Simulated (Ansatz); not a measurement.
Basis-set series for ClF2HfI, SMILES `[F][Hf]([F])([Cl])[I]`. The species carries charge 0 and has multiplicity 1. Hf, I takes the def2 core potential. The structure was optimised at the PBE0-D4/def2-TZVP level.

```json
{"functional": "PBE0-D4", "basis": "def2-SVP", "functions": "104", "energy (Eh)": "-1005.28946", "HOMO (eV)": "-8.41", "LUMO (eV)": "-1.91"}
{"functional": "PBE0-D4", "basis": "def2-TZVPP", "functions": "210", "energy (Eh)": "-1005.71954", "HOMO (eV)": "-8.40", "LUMO (eV)": "-1.91"}
{"functional": "ωB97M-V", "basis": "def2-SVP", "functions": "104", "energy (Eh)": "-1005.46061", "HOMO (eV)": "-10.45", "LUMO (eV)": "0.16"}
{"functional": "ωB97M-V", "basis": "def2-TZVPP", "functions": "210", "energy (Eh)": "-1005.89491", "HOMO (eV)": "-10.47", "LUMO (eV)": "0.12"}
```

**Question.** Give the rows for def2-QZVPP. (An estimate is asked.)

**Answer.** Computed: 
```csv
functional,basis,functions,energy (Eh),HOMO (eV),LUMO (eV)
PBE0-D4,def2-QZVPP,347,-1005.74540,-8.41,-1.92
ωB97M-V,def2-QZVPP,347,-1005.91915,-10.48,0.09
```

Positive LUMOs are unbound and depend on the basis.
